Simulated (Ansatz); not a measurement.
Stepwise reaction of `N[SiH2]F` with ammonia, as a gas-phase model of exchange steps in deposition or etching. ΔE in kJ/mol; ΔG adds harmonic PBE0-D4 terms to CCSD(T)/CBS, at 1 bar.

Calculated with Ansatz (gas phase, PBE0-D4/def2-TZVP geometries, no zero-point term in ΔE). CBS: MP2 limit from def2 TZ/QZ plus the TZ coupled-cluster correction, frozen cores. This one scheme is used for every species. Functionals use def2-TZVPP. B3LYP here is the variant with VWN-RPA as its local correlation; programs differ in this. Each species was taken in one conformer, which may not be the lowest.

```tsv
step	reaction	PBE-D4	B3LYP-D4	ωB97M-V	CCSD(T)/CBS	ΔG(500 K)
2	`N[SiH](N)F` + NH₃ → `N[Si](N)(N)F` + H₂	-42.1	-46.2	-47.3	-45.0	-58.0
```

(1) Give the row of step 1, `N[SiH2]F` + NH₃ → `N[SiH](N)F` + H₂. (Best estimate.)

(2) By hand: ΔE of the 2 steps together at CCSD(T)/CBS.

## Answers

(1) The calculation gave: 
```csv
step,reaction,PBE-D4,B3LYP-D4,ωB97M-V,CCSD(T)/CBS,ΔG(500 K)
1,`N[SiH2]F` + NH₃ → `N[SiH](N)F` + H₂,-49.4,-52.6,-53.9,-53.3,-52.0
```

(2) (-53.3) + (-45.0) = -98.3 kJ/mol, or -49.1 kJ/mol a step.

In ΔE each step is higher than the one before. All are downhill at CCSD(T)/CBS. ΔG lies between -58.0 and -52.0 kJ/mol a step. PBE-D4 differs from CCSD(T)/CBS by 2.9 to 3.9 kJ/mol a step. Isolated molecules leave out the surface, adducts and barriers. Largest T1 diagnostic: 0.011.
